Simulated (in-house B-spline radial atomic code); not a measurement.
Whole-atom quantities along the 35-electron series, configuration [Ar] 3d10 4s2 4p5. Computed with an all-electron radial atomic-structure program (B-spline basis): non-relativistic Hartree-Fock, average of the configuration, point nuclei.

This level leaves out relativity, spin-orbit splitting included, which matters for heavy ions.

```tsv
ion	Z	E/Z² (Eh)	Σ<r²> (bohr²)	n(0)/Z³ (bohr⁻³)	Lamb diamagnetic shielding (ppm)	repulsion over attraction
Br	35	-2.1	40.52	0.68979	3121.24	0.16403
Kr+	36	-2.1231	32.023	0.69099	3237.79	0.16195
Rb2+	37	-2.1455	26.551	0.69216	3353.83	0.15969
Sr3+	38	-2.1672	22.649	0.6933	3469.52	0.15734
Zr5+	40	?	?	?	?	?
Nb6+	41	-2.2279	15.489	0.69647	3815.33	0.15007
Mo7+	42	-2.2467	13.932	0.69745	3930.34	0.14766
Tc8+	43	-2.265	12.623	0.6984	4045.24	0.14528
Ru9+	44	-2.2826	11.507	0.69932	4160.08	0.14294
Rh10+	45	-2.2996	10.545	0.70021	4274.85	0.14063
Pd11+	46	?	?	?	?	?
Ag12+	47	-2.3319	8.9737	0.70191	4504.24	0.13616
Cd13+	48	?	?	?	?	?
In14+	49	-2.3622	7.7475	0.7035	4733.46	0.13189
Sn15+	50	-2.3766	7.2315	0.70425	4848.03	0.12983
Sb16+	51	-2.3906	6.7679	0.70499	4962.57	0.12782
Te17+	52	-2.4041	6.3495	0.7057	5077.09	0.12586
I18+	53	-2.4172	5.9703	0.70639	5191.59	0.12395
Xe19+	54	-2.4299	5.6255	0.70706	5306.07	0.12209
Cs20+	55	-2.4422	5.3107	0.70771	5420.53	0.12027
Ba21+	56	-2.4542	5.0226	0.70834	5534.98	0.1185
```

Problem. Fill in the row of Zr5+.

Solution. E/Z² (Eh): -2.2084; Σ<r²> (bohr²): 17.371; n(0)/Z³ (bohr⁻³): 0.69544; Lamb diamagnetic shielding (ppm): 3700.22; repulsion over attraction: 0.1525.

Problem. Fill in the row of Pd11+.

Solution. E/Z² (Eh): -2.316; Σ<r²> (bohr²): 9.7082; n(0)/Z³ (bohr⁻³): 0.70108; Lamb diamagnetic shielding (ppm): 4389.56; repulsion over attraction: 0.13837.

Problem. Fill in the row of Cd13+.

Solution. E/Z² (Eh): -2.3473; Σ<r²> (bohr²): 8.3246; n(0)/Z³ (bohr⁻³): 0.70272; Lamb diamagnetic shielding (ppm): 4618.87; repulsion over attraction: 0.134.

Problem. With what power of Z does the column «Σ<r²> (bohr²)» change over this range?

Solution. A fit of the logarithm of its size against log Z from Z = 35 to 56 has slope -4.19. Unscreened non-relativistic hydrogenic orbitals would give -2.
